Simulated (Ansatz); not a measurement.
Relaxation of ClH₅MgOSi (9 atoms, charge 0, multiplicity 1), to a largest force component of 0.03 eV/Å in at most 50 steps.

These are results of RKS B3LYP-D4/def2-SVP (Ansatz), not measurements.

```xyz
9
Properties=species:S:1:pos:R:3
Mg -1.444 -0.794 -1.187
H 1.374 -0.606 -2.249
Cl -2.818 -1.681 -2.641
H 1.147 -0.402 -1.612
O -0.220 0.010 0.158
Si 0.344 0.695 1.538
H 1.276 1.828 1.230
H 1.099 -0.295 2.371
H -0.759 1.245 2.393
```

Task: Where does it end, and by what steps?

Result: The forces met the threshold. After 10 steps the energy has fallen by 0.427 eV; H2 moved furthest, 0.73 Å.

| step | energy less start (eV) | largest force component (eV/Å) | accepted |
| --- | --- | --- | --- |
| 0 | 0.0000 | 2.292 | yes |
| 1 | -0.2902 | 0.930 | yes |
| 2 | -0.3785 | 0.311 | yes |
| 3 | -0.3907 | 0.626 | yes |
| 4 | -0.4077 | 0.526 | yes |
| 5 | -0.4183 | 0.286 | yes |
| 6 | -0.4218 | 0.171 | yes |
| 7 | -0.4254 | 0.066 | yes |
| 8 | -0.4259 | 0.055 | yes |
| 9 | -0.4262 | 0.053 | yes |
| 10 | -0.4265 | 0.018 | yes |

```xyz
9
Properties=species:S:1:pos:R:3
Mg -1.073 -0.702 -1.116
H 0.783 -0.852 -2.603
Cl -2.298 -1.617 -2.697
H 1.112 -0.529 -1.993
O -0.307 0.050 0.322
Si 0.295 0.741 1.686
H 1.253 1.842 1.351
H 1.029 -0.261 2.521
H -0.794 1.327 2.529
```

Time of the run: 17 s on 2 threads of Intel(R) Xeon(R) 6975P-C (Granite Rapids), with other jobs on the host, peak memory 0.2 GiB.
